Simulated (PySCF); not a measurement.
C₂H₄N₃, SMILES c1nc[nH+][nH]1, charge +1.

Coordinates come from a PBE0-D3(BJ)/def2-SVP optimisation. The isomer is the one that the SMILES or the coordinates give; other isomers of the formula were not compared.

All values below come from TDA-PBE/def2-SVPD (PySCF).

Vertical excitations.  State labels are in the subgroup C2v.

**Question.** Estimate the UV-visible absorptions. (The exact figures need the calculation; the answer reports its results.)

**Answer.** 
| state | symmetry | energy (eV) | λ (nm) | f | main pairs |
|---|---|---|---|---|---|
| S1 | A2 | 4.87 | 255 | 0.000 | HOMO→LUMO 100 % |
| S2 | B2 | 7.23 | 172 | 0.042 | HOMO−2→LUMO 70 %, HOMO−1→LUMO+1 26 % |
| S3 | B1 | 7.23 | 172 | 0.016 | HOMO→LUMO+1 99 % |
| S4 | A1 | 7.37 | 168 | 0.017 | HOMO→LUMO+2 92 % |
| S5 | A1 | 7.97 | 155 | 0.168 | HOMO−1→LUMO 76 % |
| S6 | B2 | 8.06 | 154 | 0.004 | HOMO→LUMO+3 100 % |
| S7 | A2 | 8.39 | 148 | 0.000 | HOMO−1→LUMO+2 100 % |
| S8 | B1 | 8.71 | 142 | 0.000 | HOMO−2→LUMO+2 99 % |
| S9 | B2 | 8.93 | 139 | 0.267 | HOMO−1→LUMO+1 61 %, HOMO−2→LUMO 20 % |
| S10 | B1 | 9.05 | 137 | 0.008 | HOMO−3→LUMO 96 % |
| T1 | A2 | 4.72 | 263 | 0 | HOMO→LUMO 100 % |
| T2 | A1 | 5.02 | 247 | 0 | HOMO−1→LUMO 99 % |
| T3 | B2 | 5.71 | 217 | 0 | HOMO−2→LUMO 99 % |
| T4 | B1 | 5.99 | 207 | 0 | HOMO→LUMO+1 100 % |
Triplets are in the Tamm–Dancoff approximation.
